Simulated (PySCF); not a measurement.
## Functional benchmark on one molecule

Molecule: `C(C(CC)(F)F)C`, C$_{5}$H$_{10}$F$_{2}$.

Molfile (atoms numbered from 1):
```
C5H10F2
     RDKit          3D

 17 16  0  0  0  0  0  0  0  0999 V2000
   -2.2803   -0.3504   -0.1110 C   0  0  0  0  0  0  0  0  0  0  0  0
   -0.8267   -0.5728    0.2701 C   0  0  0  0  0  0  0  0  0  0  0  0
   -0.0255    0.7125    0.3147 C   0  0  0  0  0  0  0  0  0  0  0  0
   -0.6317    1.5789    1.1799 F   0  0  0  0  0  0  0  0  0  0  0  0
   -0.0830    1.3102   -0.9143 F   0  0  0  0  0  0  0  0  0  0  0  0
    1.4284    0.5893    0.7245 C   0  0  0  0  0  0  0  0  0  0  0  0
    2.2785   -0.2479   -0.2150 C   0  0  0  0  0  0  0  0  0  0  0  0
   -2.3551    0.1250   -1.0995 H   0  0  0  0  0  0  0  0  0  0  0  0
   -2.8263   -1.3039   -0.1468 H   0  0  0  0  0  0  0  0  0  0  0  0
   -2.7797    0.3048    0.6167 H   0  0  0  0  0  0  0  0  0  0  0  0
   -0.7481   -1.0472    1.2616 H   0  0  0  0  0  0  0  0  0  0  0  0
   -0.3374   -1.2500   -0.4468 H   0  0  0  0  0  0  0  0  0  0  0  0
    1.8119    1.6206    0.7766 H   0  0  0  0  0  0  0  0  0  0  0  0
    1.4536    0.1897    1.7506 H   0  0  0  0  0  0  0  0  0  0  0  0
    2.2003    0.1264   -1.2464 H   0  0  0  0  0  0  0  0  0  0  0  0
    1.9784   -1.3069   -0.2142 H   0  0  0  0  0  0  0  0  0  0  0  0
    3.3371   -0.2073    0.0792 H   0  0  0  0  0  0  0  0  0  0  0  0
  1  2  1  0
  2  3  1  0
  3  4  1  0
  3  5  1  0
  3  6  1  0
  6  7  1  0
  1  8  1  0
  1  9  1  0
  1 10  1  0
  2 11  1  0
  2 12  1  0
  6 13  1  0
  6 14  1  0
  7 15  1  0
  7 16  1  0
  7 17  1  0
M  END
```

Geometry PBE0-D3(BJ)/def2-SVP throughout; GIAO in PySCF 2.14, gas phase, one conformer, non-relativistic; equivalent atoms averaged; basis pcSseg-1.

Reference values (measured; G. Saielli, R. Bini, A. Bagno, Computational 19F NMR. 2. Organic compounds, RSC Adv. 2014, ESI (exp. from Berger-Braun-Kalinowski 1994 and Everett 1995)): δ(F4/F5) = -102.4 ppm vs CFCl3. Computed shifts are taken against CFCl3, calculated as an isolated molecule at each level.

**Question.** How do the functionals PBE, BLYP, OPBE, KT3, B97-D, PBE0, WP04, BHandHLYP, CAM-B3LYP, wB97X-D perform against the reference? Times are CPU seconds on shared hosts with different chips, so compare them loosely; the GGAs took longer than the global hybrids here, which isn't the general rule, and the cause wasn't traced.

**Answer.** 
| functional | kind | F4/F5 | abs. error F | core-s |
| --- | --- | --- | --- | --- |
| PBE | GGA | -145.1 | 42.7 | 24 |
| BLYP | GGA | -145.1 | 42.7 | 23 |
| OPBE | GGA | -140.1 | 37.7 | 24 |
| KT3 | GGA | -145.5 | 43.1 | 24 |
| B97-D | GGA | -141.3 | 38.9 | 39 |
| PBE0 | global hybrid | -128.3 | 25.9 | 15 |
| WP04 | global hybrid | -126.4 | 24.0 | 13 |
| BHandHLYP | global hybrid | -115.6 | 13.2 | 15 |
| CAM-B3LYP | range-separated hybrid | -119.5 | 17.1 | 33 |
| wB97X-D | range-separated hybrid | -121.2 | 18.8 | 20 |

For ¹⁹F the closest is BHandHLYP (13.2 ppm) and the furthest KT3 (43.1 ppm). One molecule is a small sample, and vibrational and solvent effects are absent from the calculation.
